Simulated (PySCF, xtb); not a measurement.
3-ethenylsiletane (C₅H₁₀Si), SMILES C=CC1C[SiH2]C1.

GFN2-xTB run with xtb at its own geometry gives an orbital gap of 4.61 eV and a dipole moment of 0.72 D.

Geometry: PBE0-D3(BJ)/def2-SVP. The values are those of a single conformer.

Task: What does M06-2X/def2-TZVP in PySCF give? (An estimate is asked for; the answer gives what the named calculation found.)

Result: gap 9.11 eV (levels -8.44 and 0.67 eV), dipole 0.12 D.
